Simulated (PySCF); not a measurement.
C₆H₄N₂O₂.

```xyz
14

C     -0.6571    -2.8345     0.0000
C      0.7040    -2.7168     0.0000
O      1.0690    -1.4247     0.0000
C     -0.0593    -0.6877     0.0000
C      0.0746     0.7447     0.0000
N      1.1463     1.4760     0.0000
N      0.7196     2.7804     0.0000
C     -0.5667     2.7462     0.0000
O     -1.0532     1.4897     0.0000
C     -1.1623    -1.5034     0.0000
H     -1.2288    -3.7595     0.0000
H      1.5140    -3.4413     0.0000
H     -1.2713     3.5742     0.0000
H     -2.2001    -1.1794     0.0000
```
Charge 0, spin multiplicity 1.

Coordinates come from a PBE0-D3(BJ)/def2-SVP optimisation. Other conformers were not sampled.

All values below come from PySCF with KT2/pcSseg-1. Non-relativistic, no solvent.

Computed absolute GIAO shielding of each atom: isotropic value and principal components (ppm):
```
atom  σ(iso)     σ11    σ22    σ33   span
----  ------  ------  -----  -----  -----
C1      74.9    -0.8   68.8  156.7  157.5
C2      43.5   -25.8   51.1  105.3  131.0
O3      41.5  -101.1  -19.9  245.4  346.5
C4      47.1    -8.9   50.0  100.2  109.1
C5      32.6   -43.3   57.1   83.9  127.2
N6     -55.5  -264.2  -70.7  168.3  432.5
N7     -70.7  -284.7  -87.1  159.7  444.3
C8      40.0   -43.5   71.6   91.7  135.2
O9      27.6   -48.3  -34.7  165.8  214.1
C10     74.9     5.8   61.1  157.7  151.9
H11     24.6    22.6   25.0   26.3    3.7
H12     23.6    20.6   24.6   25.8    5.1
H13     23.2    20.5   24.0   25.2    4.7
H14     24.2    20.9   25.2   26.4    5.4
```
